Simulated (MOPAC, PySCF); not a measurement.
C3H7ClSi, SMILES `C(/C)=C(\[SiH3])Cl`, neutral singlet in the gas phase. 

Cartesian coordinates (Å):
```xyz
12

C     -2.0895     0.2231     0.0806
C     -0.6223     0.3031     0.3168
C      0.3507    -0.3067    -0.3467
Si     2.1670    -0.1422     0.0267
Cl    -0.0060    -1.3713    -1.6972
H     -2.3330    -0.4314    -0.7518
H     -2.4936     1.2164    -0.1255
H     -2.5965    -0.1451     0.9750
H     -0.3035     0.9411     1.1359
H      2.7361    -1.4641     0.3587
H      2.8771     0.4012    -1.1490
H      2.3137     0.7761     1.1766
```
Charge 0, spin multiplicity 1.

All levels are single points at this geometry (CAM-B3LYP-D3(BJ)/def2-TZVP); Pople sets use spherical d functions. Orbital energies aren't observables, and empty levels follow the basis.

| level | HOMO (eV) | LUMO (eV) | gap (eV) | dipole (D) | vertical IE, Delta-SCF (eV) |
|---|---|---|---|---|---|
| CAM-B3LYP-D3(BJ)/def2-TZVP in PySCF | -8.63 | 0.77 | 9.40 | 1.81 | 9.41 |
| PBE-D3(BJ)/def2-TZVP in PySCF | -6.20 | -1.36 | 4.84 | 1.71 | 9.10 |
| TPSSh-D3(BJ)/def2-TZVP in PySCF | -6.70 | -0.84 | 5.86 | 1.80 | 9.18 |
| B3LYP/3-21G in PySCF | -6.97 | -0.13 | 6.84 | 2.07 | – |
| B3LYP/6-311+G** in PySCF | -7.14 | -0.60 | 6.55 | 1.88 | – |
| B3LYP/LANL2DZ in PySCF | -6.97 | -0.20 | 6.78 | 2.00 | – |
| BP86/6-31G* in PySCF | -6.09 | -1.11 | 4.97 | 1.84 | – |
| M06-2X/6-31G* in PySCF | -8.37 | 0.84 | 9.22 | 1.91 | – |
| PBE/6-31G* in PySCF | -5.99 | -1.02 | 4.97 | 1.84 | 8.99 |
| AM1 in MOPAC | -9.90 | 0.56 | 10.46 | 1.57 | – |
| PM3 in MOPAC | -9.41 | 0.28 | 9.69 | 1.22 | – |
| PM6 in MOPAC | -9.72 | 0.17 | 9.88 | 2.13 | – |
| PM7 in MOPAC | -9.95 | 0.44 | 10.39 | 2.28 | – |
